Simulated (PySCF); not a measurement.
**Strontium: a sound run and one with changed settings**

Sound run: Sr [Kr] 5s2, Sr⁺ [Kr] 5s1. Computed with PySCF 2.14 in def2-TZVP with the def2 core potential (28 electrons) (6s4p3d, 33 functions), with scalar relativity through the core potential. The sound run starts from symmetry-adapted Hartree-Fock orbitals and uses a fine grid where one is needed.

Changed run: 6 angular points. This setting is unsound on purpose.

| species | method | sound run (hartree) | changed run (hartree) | converged |
| --- | --- | --- | --- | --- |
| Sr | UHF | -30.34712 | -30.34712 | yes |
| Sr | PBE | -30.68408 | -30.68408 | yes |
| Sr | MN15 | -30.65473 | -30.65473 | yes |
| Sr⁺ | UHF | -30.17277 | -30.17277 | yes |
| Sr⁺ | PBE | -30.47442 | -30.47442 | yes |
| Sr⁺ | MN15 | -30.43300 | -30.43300 | yes |

Ionisation energy of Sr:

```json
{"method": "UHF", "sound run (eV)": "4.744", "changed run (eV)": "4.744"}
{"method": "PBE", "sound run (eV)": "5.705", "changed run (eV)": "5.705"}
{"method": "MN15", "sound run (eV)": "6.034", "changed run (eV)": "6.034"}
```

Here the setting changes nothing at the digits shown.

For comparison, NIST gives 5.695 eV between the lowest levels.
